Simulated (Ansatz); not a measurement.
CS$_{2}$, triplet, geometry from GFN2-xTB (a higher spin typed on purpose: for a closed-shell molecule this is an excited state); Ansatz (a first-principles code) with PBE0/def2-SVP.

Here is a job for Ansatz.
Ansatz 0.2 input:
```yaml
crystal:
  periodic: [false, false, false]
  atoms:
    - {symbol: S, position_ang: [-1.45879303, 0.08719683, 0.13906637]}
    - {symbol: C, position_ang: [-0.01719280, -0.12418751, -0.58484434]}
    - {symbol: S, position_ang: [1.46524033, -0.04062651, 0.08025026]}
basis:
  gaussian:
    orbitals: def2-SVP
hamiltonian:
  xc: pbe0
magnetization: {spin_polarized: true, initial_magnetization: 2}
```

It wrote (shortened):

```
Functional definition: PBE0
470 factors; integrals over basis functions are off by at most 7.3e-4 eV
mean field evaluation 1: about -22686.7263 eV, gradient 1.8e1 eV
mean field evaluation 2: about -22682.9377 eV, gradient 3.1e1 eV
mean field evaluation 4: about -22688.4972 eV, gradient 3.1e-1 eV
mean field evaluation 8: about -22688.5394 eV, gradient 4.1e-2 eV
mean field evaluation 16: about -22688.5394 eV, gradient 4.7e-5 eV
mean field -22688.53938845 eV, -833.7884436812 hartree, gradient 1.1e-5 eV, S^2 2.005564; 1 other end points of the search recorded, 0 dependent functions left out
reference -22688.53940029 eV, -833.7884441162 hartree; 20, 18 occupied and 30, 32 virtual orbitals, 470 factors
Total energy: -22688.53940029 eV, -833.7884441162 hartree
```
